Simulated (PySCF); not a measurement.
Input file for PySCF: R-MP2/6-31G* on BH3O3 (SMILES OB(O)O), a point of a torsion scan.

```python
from pyscf import gto, scf, dft, mp
from pyscf.data.elements import chemcore

mol = gto.M(
    atom='''
    O    -1.30442372   -0.79330461    0.31545352
    B    -0.07584003   -0.27570073    0.08090416
    O     0.02536167    1.02912367   -0.32444698
    O     0.99433272   -1.05200615    0.38948514
    H    -1.98579350   -0.52473415   -0.29687291
    H     0.90386852    1.38800644   -0.43744500
    H     1.85680723   -0.64120851    0.35571628
    ''',
    basis='6-31g*',
    cart=True,
    charge=0, spin=0, verbose=3, max_memory=1800)
mf = scf.RHF(mol)
mf.conv_tol = 1e-8
mf.max_cycle = 100
mf.kernel()
if not mf.converged:
    mf = mf.newton().run(mf.mo_coeff, mf.mo_occ)
pt = mp.MP2(mf, frozen=chemcore(mol)).run()
```

It printed:

```
converged SCF energy = -251.166638963463
E(RMP2) = -251.773641972382  E_corr = -0.607003008918399
E(SCS-RMP2) = -251.752493644008  E_corr = -0.585854680544738
```

The run converged.

Cost: around 0.4 core-seconds (rough).
